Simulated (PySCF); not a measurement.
# Computed records: BClHO

Calculation on a computer-drawn molecule: vertical ionisation energy to the stated ion spin, frozen-core CCSD(T) at the basis limit and cheaper methods, single-reference cases, UHF for radicals, no spin-orbit; all values are single points at the evaluated structure, the first of each entry, which is the reference or a displaced copy of it and isn't optimised; the reference structure only sets the zero of the energies above reference; triples share is (T) over the correlation energy. Program: PySCF 2.14.0.

Common to all runs: charge 1; multiplicity 1; ion multiplicity 2; diffuse functions no; basis cc-pV(n+d)Z; reference is the Hartree-Fock double-zeta minimum; best is HF at quadruple zeta + MP2 correlation extrapolated from triple and quadruple zeta + CCSD(T) minus MP2 at triple zeta; basis step is the size of the change from the same recipe one zeta lower.

(1) BClHO

Evaluated structure:
```xyz
4
BClHO
O     -1.5888    -1.9389     0.5153
B     -2.4299    -1.0220     0.3896
Cl    -3.4972     0.2509     0.2362
H     -1.5034    -2.7093     1.0427
```

Reference structure:
```xyz
4
BClHO
O     -1.6282    -1.9668     0.4830
B     -2.4391    -1.0308     0.4014
Cl    -3.4454     0.2327     0.2135
H     -1.5232    -2.7352     1.0434
```

Drawn bonds:
| atom | other atom | order |
| --- | --- | --- |
| 1 | 2 | 1 |
| 2 | 3 | 1 |
| 1 | 4 | 1 |

(2) BClHO

Evaluated structure:
```xyz
4
BClHO
O     -1.5888    -1.9389     0.5153
B     -2.4299    -1.0220     0.3896
Cl    -3.4972     0.2509     0.2362
H     -1.5126    -2.6263     0.9859
```

Reference structure:
```xyz
4
BClHO
O     -1.6282    -1.9668     0.4830
B     -2.4391    -1.0308     0.4014
Cl    -3.4454     0.2327     0.2135
H     -1.5232    -2.7352     1.0434
```

Drawn bonds:
| atom | other atom | order |
| --- | --- | --- |
| 1 | 2 | 1 |
| 2 | 3 | 1 |
| 1 | 4 | 1 |

(3) BClHO

Evaluated structure:
```xyz
4
BClHO
O     -1.5888    -1.9389     0.5153
B     -2.4299    -1.0220     0.3896
Cl    -3.4972     0.2509     0.2362
H     -1.5019    -2.7233     1.0523
```

Reference structure:
```xyz
4
BClHO
O     -1.6282    -1.9668     0.4830
B     -2.4391    -1.0308     0.4014
Cl    -3.4454     0.2327     0.2135
H     -1.5232    -2.7352     1.0434
```

Drawn bonds:
| atom | other atom | order |
| --- | --- | --- |
| 1 | 2 | 1 |
| 2 | 3 | 1 |
| 1 | 4 | 1 |

To be estimated
1. Estimate the triples share at triple zeta of BClHO (entry 1).
2. What ion spin squared at triple zeta does the calculation give for BClHO (entry 1)?
3. BClHO (entry 1): total energy best?
4. What ionisation energy EOM CCSD at triple zeta does the calculation give for BClHO (entry 1)?
5. Estimate the ion T1 diagnostic at triple zeta of BClHO (entry 2).
6. What ionisation energy EOM CCSD at triple zeta does the calculation give for BClHO (entry 2)?
7. Give the missing ionisation energy best for BClHO (entry 2).
8. Give the missing total energy CCSD(T) triple zeta for BClHO (entry 2).
9. Give the table of triple zeta values for BClHO (entry 2).
10. Give the missing total energy CCSD(T) triple zeta for BClHO (entry 3).
11. Estimate the triples share at triple zeta of BClHO (entry 3).
12. What ion T1 diagnostic at triple zeta does the calculation give for BClHO (entry 3)?
13. BClHO (entry 3): ion spin squared at triple zeta?
14. Give the table of triple zeta values for BClHO (entry 3).

## Answers
1. 0.04075
2. 0.7654
3. -560.0923 hartree
4. 19.98 eV
5. 0.02608
6. 20.11 eV
7. 20.18 eV
8. -559.9882 hartree
9. 
Triple zeta:
| method | ionisation energy (eV) | energy above reference (kcal/mol) |
| --- | --- | --- |
| HF | 19.05 | 12.53 |
| PBE | 19.79 | 15.5 |
| r2SCAN | 19.92 | 14.79 |
| B3LYP | 19.99 | 14.8 |
| wB97X | 20.07 | 14.52 |
| MP2 | 20.14 | 14.8 |
| CCSD | 19.96 | 14.2 |
| CCSD(T) | 19.99 | 14.38 |
10. -560.0100 hartree
11. 0.04084
12. 0.02755
13. 0.7656
14. 
Triple zeta:
| method | ionisation energy (eV) | energy above reference (kcal/mol) |
| --- | --- | --- |
| HF | 18.92 | 1.151 |
| PBE | 19.63 | 0.6613 |
| r2SCAN | 19.76 | 1.077 |
| B3LYP | 19.83 | 0.9182 |
| wB97X | 19.93 | 1.021 |
| MP2 | 19.99 | 0.8952 |
| CCSD | 19.82 | 0.8334 |
| CCSD(T) | 19.84 | 0.6994 |

Further results for BClHO (entry 1):

- ionisation energy best: 20.06 eV
- ionisation energy basis step: 0.08742 eV
- energy above reference best: 1.377 kcal/mol
- energy above reference basis step: 0.1707 kcal/mol
- ionisation energy Koopmans at triple zeta: 20.44 eV
- total energy HF triple zeta: -559.4746 hartree
- total energy CCSD(T) triple zeta: -560.0093 hartree
- T1 diagnostic at triple zeta: 0.01457
- D1 diagnostic at triple zeta: 0.03926
- ion T1 diagnostic at triple zeta: 0.02733
- ion D1 diagnostic at triple zeta: 0.1236
- basis functions triple zeta: 113

Triple zeta:
| method | ionisation energy (eV) | energy above reference (kcal/mol) |
| --- | --- | --- |
| HF | 18.94 | 1.288 |
| PBE | 19.65 | 1.305 |
| r2SCAN | 19.78 | 1.566 |
| B3LYP | 19.86 | 1.432 |
| wB97X | 19.95 | 1.467 |
| MP2 | 20.01 | 1.4 |
| CCSD | 19.84 | 1.26 |
| CCSD(T) | 19.86 | 1.171 |

Further results for BClHO (entry 2):

- ionisation energy basis step: 0.08773 eV
- energy above reference best: 14.22 kcal/mol
- energy above reference basis step: 0.1839 kcal/mol
- ionisation energy Koopmans at triple zeta: 20.54 eV
- total energy HF triple zeta: -559.4567 hartree
- total energy best: -560.0719 hartree
- T1 diagnostic at triple zeta: 0.01443
- D1 diagnostic at triple zeta: 0.03922
- ion D1 diagnostic at triple zeta: 0.116
- ion spin squared at triple zeta: 0.7645
- triples share at triple zeta: 0.0402
- basis functions triple zeta: 113

Further results for BClHO (entry 3):

- ionisation energy best: 20.04 eV
- ionisation energy basis step: 0.08737 eV
- energy above reference best: 0.9471 kcal/mol
- energy above reference basis step: 0.2161 kcal/mol
- ionisation energy Koopmans at triple zeta: 20.42 eV
- ionisation energy EOM CCSD at triple zeta: 19.96 eV
- total energy HF triple zeta: -559.4748 hartree
- total energy best: -560.0930 hartree
- T1 diagnostic at triple zeta: 0.01459
- D1 diagnostic at triple zeta: 0.03926
- ion D1 diagnostic at triple zeta: 0.1249
- basis functions triple zeta: 113
